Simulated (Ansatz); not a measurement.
Li6H7⁻ was relaxed with PBE0-D4 (def2-TZVPD) in Ansatz in these states: charge -1 quintet, charge -1 singlet, charge -1 triplet. The geometries follow in no particular order.

A:

```xyz
13

Li   -1.116    1.749   -0.483
Li    0.983    0.928    1.128
Li    1.736   -1.724    2.763
Li   -0.666   -0.786    0.684
Li   -0.573   -0.126   -2.470
Li    1.209    1.867   -1.992
H     0.930   -0.828    1.507
H     1.236   -0.071   -1.650
H    -0.854    0.994    1.053
H    -2.095   -1.901    1.718
H    -1.673   -1.652    2.292
H    -0.541    1.613   -2.112
H     1.426   -0.063   -2.439
```

B:

```xyz
13

Li    0.4536    0.6083    1.6800
Li    1.9228   -0.1519   -0.2086
Li   -0.2784   -0.4217   -1.7740
Li   -0.0415   -1.7392    0.1923
Li   -1.6012   -0.1076    0.7162
Li   -0.4818    1.7812   -0.5912
H     1.2885   -1.6249   -1.1313
H     0.1717    0.1933   -0.0928
H     2.2511    0.7563    1.2891
H    -0.4634   -1.0393    1.8711
H    -1.6037   -1.2888   -0.7291
H    -1.2394    1.6949    1.0944
H    -0.3781    1.3393   -2.3160
```

C:

```xyz
13

Li    1.883   -0.131    0.391
Li   -0.721   -2.276   -0.420
Li   -1.982    0.487   -0.299
Li   -0.750    0.018    1.805
Li    0.108    1.721    0.173
Li    0.398    0.352   -1.995
H    -1.447   -1.041    0.546
H     1.063   -1.554   -0.597
H     1.304   -1.981    0.060
H     0.883    0.586    1.575
H    -1.570    1.504    1.158
H     1.742    0.968   -0.977
H    -0.912    1.346   -1.418
```

Problem. Judge from the bond lengths which geometry belongs to which state (an estimate).

Solution. A is the charge -1 quintet (Li3–H13 5.469 Å, Li3–Li6 5.981 Å, Li3–Li5 5.939 Å); B is the charge -1 singlet (Li3–H13 1.845 Å, Li3–Li6 2.509 Å, Li3–Li5 2.837 Å); C is the charge -1 triplet (Li3–H13 1.771 Å, Li3–Li6 2.925 Å, Li3–Li5 2.472 Å).

At PBE0-D4/def2-TZVPD the highest occupied level of the charge -1 triplet lies above zero (up to 0.49 eV). The electron is either unbound and held by the finite basis, or the level is raised by self-interaction error. At PBE0-D4/def2-TZVPD a singlet lies 3.96 eV below the charge -1 quintet. At PBE0-D4/def2-TZVPD a singlet lies 1.91 eV below the charge -1 triplet. In the quintet, H10 and H11 lie 0.75 Å apart, H8 and H13 lie 0.81 Å apart (atoms count from 1), so H2 has formed as a molecule. In the triplet, H8 and H9 lie 0.82 Å apart (atoms count from 1), so H2 has formed as a molecule. These are the stationary points nearest to one start from a short search; other shapes may lie lower in each state.
